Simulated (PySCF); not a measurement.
Isomers of C3H10F3NSi2.

All values: PBE0/pcSseg-1 (PySCF) at GFN2-xTB geometries, gas phase, one conformer each.

(1) Rank by the highest Hirshfeld charge on any atom, lowest value first.
A. `[CH3:1][CH2:2][Si@H:3]([NH:4][SiH3:5])[C:6]([F:7])([F:8])[F:9]` with C1–C2–Si3–N4 -61°, C2–Si3–N4–Si5 -134°
B. `[CH3:1][N:2]([CH3:3])[SiH2:4][SiH2:5][C:6]([F:7])([F:8])[F:9]` with C1–N2–Si4–Si5 165°, N2–Si4–Si5–C6 -171°
C. `[F:1][C:2]([F:3])([F:4])[SiH2:5][NH:6][CH2:7][CH2:8][SiH3:9]` with C2–Si5–N6–C7 179°, Si5–N6–C7–C8 -78°, N6–C7–C8–Si9 -58°
D. `[CH3:1][Si@:2]([NH2:3])([CH2:4][SiH3:5])[C:6]([F:7])([F:8])[F:9]` with C1–Si2–N3–H -70° and 76°, C1–Si2–C4–Si5 -69°
E. `[F:1][CH2:2][C:3]([F:4])([F:5])[CH2:6][NH:7][SiH2:8][SiH3:9]` with F1–C2–C3–F4 81°, C2–C3–C6–N7 176°, C3–C6–N7–Si8 86°, C6–N7–Si8–Si9 172°
F. `[CH3:1][Si@@H:2]([SiH3:3])[NH:4][CH2:5][C:6]([F:7])([F:8])[F:9]` with C1–Si2–N4–C5 -170°, Si2–N4–C5–C6 -76°

(2) Rank by LUMO energy, lowest first.
A. `[CH3:1][Si@@H:2]([SiH3:3])[NH:4][CH2:5][C:6]([F:7])([F:8])[F:9]` with C1–Si2–N4–C5 -170°, Si2–N4–C5–C6 -76°
B. `[CH3:1][Si@:2]([NH2:3])([CH2:4][SiH3:5])[C:6]([F:7])([F:8])[F:9]` with C1–Si2–N3–H -70° and 76°, C1–Si2–C4–Si5 -69°
C. `[CH3:1][Si@@:2]([NH2:3])([SiH3:4])[CH2:5][C:6]([F:7])([F:8])[F:9]` with C1–Si2–N3–H -169° and 54°, C1–Si2–C5–C6 -89°
D. `[CH3:1][N:2]([CH3:3])[SiH2:4][SiH2:5][C:6]([F:7])([F:8])[F:9]` with C1–N2–Si4–Si5 165°, N2–Si4–Si5–C6 -171°
E. `[CH3:1][SiH2:2][SiH2:3][NH:4][CH2:5][C:6]([F:7])([F:8])[F:9]` with C1–Si2–Si3–N4 173°, Si2–Si3–N4–C5 -170°, Si3–N4–C5–C6 -82°
F. `[F:1][CH2:2][C:3]([F:4])([F:5])[CH2:6][NH:7][SiH2:8][SiH3:9]` with F1–C2–C3–F4 81°, C2–C3–C6–N7 176°, C3–C6–N7–Si8 86°, C6–N7–Si8–Si9 172°

(3) Rank by dipole moment, highest first.
A. `[CH3:1][CH2:2][NH:3][Si@@H:4]([SiH3:5])[C:6]([F:7])([F:8])[F:9]` with C1–C2–N3–Si4 83°, C2–N3–Si4–Si5 57°
B. `[CH3:1][N:2]([CH3:3])[SiH2:4][SiH2:5][C:6]([F:7])([F:8])[F:9]` with C1–N2–Si4–Si5 165°, N2–Si4–Si5–C6 -171°
C. `[CH3:1][Si@@H:2]([SiH3:3])[NH:4][CH2:5][C:6]([F:7])([F:8])[F:9]` with C1–Si2–N4–C5 -170°, Si2–N4–C5–C6 -76°
D. `[CH3:1][Si@:2]([NH2:3])([CH2:4][SiH3:5])[C:6]([F:7])([F:8])[F:9]` with C1–Si2–N3–H -70° and 76°, C1–Si2–C4–Si5 -69°
E. `[F:1][C:2]([F:3])([F:4])[SiH2:5][NH:6][CH2:7][CH2:8][SiH3:9]` with C2–Si5–N6–C7 179°, Si5–N6–C7–C8 -78°, N6–C7–C8–Si9 -58°
F. `[CH3:1][SiH2:2][SiH2:3][NH:4][CH2:5][C:6]([F:7])([F:8])[F:9]` with C1–Si2–Si3–N4 173°, Si2–Si3–N4–C5 -170°, Si3–N4–C5–C6 -82°

Results:

(1) E (+0.274 e), B (+0.286 e), F (+0.306 e), C (+0.360 e), A (+0.381 e), D (+0.409 e).

(2) D (-0.85 eV), E (-0.42 eV), F (-0.17 eV), A (-0.03 eV), C (0.13 eV), B (0.51 eV).

(3) B (4.03 D), D (3.63 D), E (3.41 D), A (3.26 D), C (2.06 D), F (1.86 D).

All values together:

```tsv
SMILES	μ (D)	HOMO (eV)	LUMO (eV)	lowest IAO charge (e)	highest IAO charge (e)	lowest Hirshfeld charge (e)	highest Hirshfeld charge (e)
CCN[SiH2][SiH2]C(F)(F)F	4.19	-7.08	-0.84	-0.672 (N)	+0.618 (Si)	-0.244 (N)	+0.289 (Si)
C[Si@](N)(C[SiH3])C(F)(F)F	3.63	-7.57	0.51	-0.842 (N/C)	+1.151 (Si)	-0.318 (N)	+0.409 (Si)
CCN[Si@@H]([SiH3])C(F)(F)F	3.26	-7.14	-0.54	-0.673 (N)	+0.725 (Si)	-0.242 (N)	+0.288 (Si)
C[SiH2][SiH2]NCC(F)(F)F	1.86	-7.29	-0.42	-0.703 (C)	+0.789 (C)	-0.246 (N)	+0.270 (Si)
FC(F)(F)[SiH2]NCC[SiH3]	3.41	-7.38	-0.07	-0.675 (N)	+0.875 (Si)	-0.238 (N)	+0.360 (Si)
CC[Si@H](N[SiH3])C(F)(F)F	3.34	-7.59	0.05	-0.942 (N)	+1.017 (Si)	-0.333 (N)	+0.381 (Si)
NCC([SiH3])([SiH3])C(F)(F)F	3.27	-7.67	0.46	-0.548 (N)	+0.790 (C)	-0.183 (N)	+0.299 (Si)
C[Si@@H]([SiH3])NCC(F)(F)F	2.06	-7.29	-0.03	-0.713 (C)	+0.788 (C)	-0.245 (N)	+0.306 (Si)
CN([SiH3])C[SiH2]C(F)(F)F	2.81	-6.49	-0.14	-0.501 (N)	+0.738 (Si)	-0.176 (N)	+0.344 (Si)
C[Si@@](N)([SiH3])CC(F)(F)F	3.25	-7.24	0.13	-0.834 (N)	+0.919 (Si)	-0.314 (N)	+0.339 (Si)
CN(C)[SiH2][SiH2]C(F)(F)F	4.03	-6.68	-0.85	-0.503 (N)	+0.618 (Si)	-0.176 (N)	+0.286 (Si)
FCC(F)(F)CN[SiH2][SiH3]	1.09	-7.09	-0.17	-0.663 (N)	+0.605 (Si)	-0.246 (N)	+0.274 (Si)
```

Conformers: `[CH3:1][CH2:2][NH:3][SiH2:4][SiH2:5][C:6]([F:7])([F:8])[F:9]` with C1–C2–N3–Si4 79°, C2–N3–Si4–Si5 52°, N3–Si4–Si5–C6 172°; `[CH3:1][Si@:2]([NH2:3])([CH2:4][SiH3:5])[C:6]([F:7])([F:8])[F:9]` with C1–Si2–N3–H -70° and 76°, C1–Si2–C4–Si5 -69°; `[CH3:1][CH2:2][NH:3][Si@@H:4]([SiH3:5])[C:6]([F:7])([F:8])[F:9]` with C1–C2–N3–Si4 83°, C2–N3–Si4–Si5 57°; `[CH3:1][SiH2:2][SiH2:3][NH:4][CH2:5][C:6]([F:7])([F:8])[F:9]` with C1–Si2–Si3–N4 173°, Si2–Si3–N4–C5 -170°, Si3–N4–C5–C6 -82°; `[F:1][C:2]([F:3])([F:4])[SiH2:5][NH:6][CH2:7][CH2:8][SiH3:9]` with C2–Si5–N6–C7 179°, Si5–N6–C7–C8 -78°, N6–C7–C8–Si9 -58°; `[CH3:1][CH2:2][Si@H:3]([NH:4][SiH3:5])[C:6]([F:7])([F:8])[F:9]` with C1–C2–Si3–N4 -61°, C2–Si3–N4–Si5 -134°; `[NH2:1][CH2:2][C:3]([SiH3:4])([SiH3:5])[C:6]([F:7])([F:8])[F:9]` with H–N1–C2–C3 80° and -159°, N1–C2–C3–Si4 153°; `[CH3:1][Si@@H:2]([SiH3:3])[NH:4][CH2:5][C:6]([F:7])([F:8])[F:9]` with C1–Si2–N4–C5 -170°, Si2–N4–C5–C6 -76°; `[CH3:1][N:2]([SiH3:3])[CH2:4][SiH2:5][C:6]([F:7])([F:8])[F:9]` with C1–N2–C4–Si5 -66°, N2–C4–Si5–C6 180°; `[CH3:1][Si@@:2]([NH2:3])([SiH3:4])[CH2:5][C:6]([F:7])([F:8])[F:9]` with C1–Si2–N3–H -169° and 54°, C1–Si2–C5–C6 -89°; `[CH3:1][N:2]([CH3:3])[SiH2:4][SiH2:5][C:6]([F:7])([F:8])[F:9]` with C1–N2–Si4–Si5 165°, N2–Si4–Si5–C6 -171°; `[F:1][CH2:2][C:3]([F:4])([F:5])[CH2:6][NH:7][SiH2:8][SiH3:9]` with F1–C2–C3–F4 81°, C2–C3–C6–N7 176°, C3–C6–N7–Si8 86°, C6–N7–Si8–Si9 172°.
